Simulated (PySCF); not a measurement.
## Bond curve of Br2

Set-up: PySCF, scalar-relativistic core potentials, basis sets Br cc-pVTZ-PP with ECP10. Energies in eV from Br + Br in their ground configurations at the same level. All curves are PBE0. state 1: ¹Σg⁺ (singlet), closed shell; state 2: ³Πu (triplet), unpaired electrons σ ↑, π ↑, a second solution, started from another occupation.

| R (Å) | state 1 | state 2 |
| --- | --- | --- |
| 1.967 | -0.915 | 2.9350 |
| 2.058 | -1.665 | 1.6510 |
| 2.150 | -2.065 | 0.7537 |
| 2.218 | -2.202 | 0.2734 |
| 2.287 | -2.237 | -0.0787 |
| 2.356 | -2.196 | -0.3287 |
| 2.447 | -2.058 | -0.5390 |
| 2.561 | -1.799 | -0.6574 |
| 2.699 | -1.423 | -0.6598 |
| 2.882 | -0.896 | -0.5296 |

Problem. Put a parabola through the three lowest points of the state 1 curve and estimate Re, k and ωe (reduced mass 39.46 u; 1 eV/Å² = 0.16022 mdyn/Å; ωe = 1302.8·√(k/μ) cm⁻¹).

Solution. Through R = 2.218, 2.287, 2.356 Å the second-order coefficient is 7.98 eV/Å², so Re ≈ 2.284 Å, k ≈ 2.56 mdyn/Å and ωe ≈ 332 cm⁻¹. A polynomial fit of higher order to the unrounded PBE0 energies gives Re = 2.281 Å, k = 2.64 mdyn/Å, ωe = 337 cm⁻¹; anharmonicity and rounding make the difference.

The higher-order fit for each curve: state 1: Re = 2.281 Å, ωe = 337 cm⁻¹, De = 2.24 eV; state 2: Re = 2.630 Å, ωe = 208 cm⁻¹, minimum 0.67 eV below the ground-state fragments.
